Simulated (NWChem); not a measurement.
System: CH₆BNO; SMILES NB(C)O

```xyz
10

B     -0.0209     0.0697     0.0000
C      0.2463    -1.4935     0.0000
H      1.3143    -1.7579    -0.0023
H     -0.2134    -1.9702    -0.8827
H     -0.2092    -1.9693     0.8854
O     -1.2988     0.5826     0.0000
H     -1.9674    -0.1057     0.0008
N      1.0320     1.0021     0.0005
H      0.8638     1.9993    -0.0020
H      2.0058     0.7405    -0.0028
```
Atoms are numbered in this order, from 1.

All runs: NWChem. Geometry: optimised at PBE0/def2-SVP.

Question: Among these, which level gives the lowest value of “orbital gap (eV)”?
(A) Hartree-Fock/cc-pVDZ
(B) Hartree-Fock/aug-cc-pVDZ
(C) Hartree-Fock/cc-pVTZ

Answer: B, Hartree-Fock/aug-cc-pVDZ. Values: Hartree-Fock/aug-cc-pVDZ 12.00; Hartree-Fock/cc-pVTZ 14.69; Hartree-Fock/cc-pVDZ 15.68
